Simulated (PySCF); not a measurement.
## Adding and removing an electron: NaBi

ROHF; Na def2-SVPD, Bi def2-SVPD with ECP60; scalar-relativistic core potentials (PySCF 2.14). Neutral (ROHF): triplet (π ↑↑), Re = 3.021 Å, ωe = 194 cm⁻¹, De = 0.11 eV, HOMO -5.50 eV, LUMO -0.25 eV.

NaBi⁺ (UHF): quartet (σ ↑, π ↑↑), Re = 3.536 Å, ωe = 86.7 cm⁻¹. The energies at the minima are -375.38450 hartree for NaBi and -375.21475 for NaBi⁺.

Question: Work out the adiabatic ionisation energy, without and with harmonic zero-point energies (1 hartree = 27.2114 eV, 1 eV = 8065.5 cm⁻¹), and the change of the bond length.

Answer: At HF: 0.16975 hartree = 4.619 eV between the minima; the zero-point term (86.7 − 194.0)/2 cm⁻¹ = -0.007 eV makes it 4.612 eV. Re changes by +51.5 pm against the neutral. The electron leaves a σ orbital, and the ion is left as a loose complex of an ion and an atom.

UHF and ROHF references stand side by side, which adds small steps between rows. Spin–orbit coupling is left out, which matters for elements this heavy, above all for dissociation energies. Hartree–Fock leaves out correlation, which carries a large part of most bond energies and some tenths to 1 eV of ionisation energies. States were picked by a PBE0 search and need not be the measured ground states.

Neutral and ion stand on different kinds of reference determinant, which adds to the error of the difference.
